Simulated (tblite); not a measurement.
Run record: molecular-dynamics run, `CCC[SiH2]P[SiH3]`.

Computed with GFN2-xTB (tblite), gas phase: Langevin dynamics at 400 K from the optimised GFN2-xTB geometry, time step 0.5 fs, friction 0.01 fs⁻¹, 2000 steps. The input is one job of a driver script: a line of settings, then coordinates in Å. «temperature» is in K, «steps» counts time steps and «every» is the stride of the printed frames; «frames» go on to single points.

Command:
```bash
OMP_NUM_THREADS=1 python probes_run.py task.json out
```

Input:
```
{"job": {"kind": "md", "xc": "GFN2-xTB", "basis": "xTB", "temperature": 400, "steps": 2000, "every": 50, "frames": 5}, "charge": 0, "multiplicity": 1}
C     -3.496732     0.154710    -0.233404
C     -2.185004    -0.426132     0.282890
C     -0.976705     0.295832    -0.303347
Si     0.681394    -0.423137     0.287428
P      2.304928     0.652189    -0.811435
Si     4.125193    -0.035782     0.266917
H     -3.552090     0.065986    -1.316387
H     -3.576447     1.208233     0.026801
H     -4.347081    -0.369948     0.196368
H     -2.132100    -1.485848     0.025670
H     -2.158805    -0.353011     1.372081
H     -1.036879     1.356908    -0.048119
H     -1.023072     0.241547    -1.393821
H      0.804861    -1.839981    -0.073683
H      0.796943    -0.313298     1.750093
H      2.177909     1.841191    -0.125390
H      5.217103     0.842566    -0.150061
H      4.371864    -1.412104    -0.156056
H      3.994915     0.009331     1.725603
```

Task: What does the run print? One trajectory will do; the random numbers aren't given.

Result: 
```
t/fs     T/K      E/eV
    0.0   325.0   -517.85739
   25.0   186.2   -517.40113
   50.0   231.8   -517.40500
   75.0   254.1   -517.53194
  100.0   291.2   -517.37205
  125.0   316.2   -517.18069
  150.0   262.3   -517.05828
  175.0   325.5   -517.22143
  200.0   357.2   -517.24570
  225.0   369.7   -517.28514
  250.0   274.0   -517.07118
  275.0   303.3   -517.14875
  300.0   312.7   -517.22061
  325.0   326.9   -517.11764
  350.0   324.7   -516.83022
  375.0   313.7   -516.84065
  400.0   369.0   -517.01962
  425.0   422.8   -517.11225
  450.0   512.7   -516.71510
  475.0   463.0   -516.56844
  500.0   465.6   -516.73444
  525.0   426.5   -516.64789
  550.0   496.5   -516.77057
  575.0   478.7   -516.77866
  600.0   551.4   -516.88111
  625.0   404.2   -516.71883
  650.0   436.9   -516.72486
  675.0   380.2   -516.82439
  700.0   429.2   -517.02243
  725.0   375.7   -516.80664
  750.0   359.9   -516.83194
  775.0   382.7   -517.03706
  800.0   462.1   -517.17619
  825.0   347.0   -516.96496
  850.0   415.0   -517.06436
  875.0   422.8   -516.74081
  900.0   420.3   -516.93569
  925.0   465.4   -516.98033
  950.0   539.8   -517.07037
  975.0   431.5   -517.21168
 1000.0   400.5   -516.69353
```

E is the potential energy; T comes from the kinetic energy over all 3N coordinates.

Task: Sum up the printed frames.

Result: 41 frames over 1000 fs. T runs from 186 K (25 fs) to 551 K (600 fs), with a mean of 381 K over all frames and 433 K from 500 fs on. E starts at -517.857 eV, peaks 1.289 eV above that at 475 fs, and averages 0.971 eV above it from 500 fs on.

Task: Give the last frame.

Result: 2.06 Å rms from the start after alignment:
```
atom  x, y, z in Å  |  force x, y, z in eV/Å
C1     -1.472    1.380    0.327    0.946  -1.457  -2.050
C2     -1.971   -0.061   -0.171    2.285   1.310   3.002
C3     -0.783   -0.839   -0.735   -0.098  -0.453   0.709
Si4     1.003   -0.821    0.070   -0.746  -0.104  -1.515
P5      2.036    1.020   -1.018   -0.683  -1.676   1.474
Si6     3.650    1.030    0.548    0.081   1.010  -0.561
H7     -2.304    2.021    0.191   -0.574   0.794   0.566
H8     -0.685    1.734   -0.424   -1.017  -0.382   1.094
H9     -1.038    1.336    1.333   -0.386   0.130  -0.502
H10    -2.711    0.044   -0.879   -1.419   0.312  -1.614
H11    -2.450   -0.464    0.735    0.348  -0.523  -0.296
H12    -0.697   -0.492   -1.736    0.494   0.595  -0.967
H13    -1.051   -1.880   -0.893   -0.158  -0.285   0.409
H14     1.457   -2.182   -0.333    0.319   0.391  -0.173
H15     1.003   -1.040    1.509   -0.023   0.450   0.380
H16     1.177    1.781   -0.236    0.365   0.306  -0.218
H17     3.457    0.920    2.002   -0.138  -0.322  -0.185
H18     3.848    2.498    0.376    0.518  -0.300   0.199
H19     4.676    0.120    0.011   -0.113   0.205   0.250
```

The run took 23 s on an Intel Xeon Platinum 8488C with one thread, no GPU, shared host, and the process peaked at 0.19 GiB of memory.
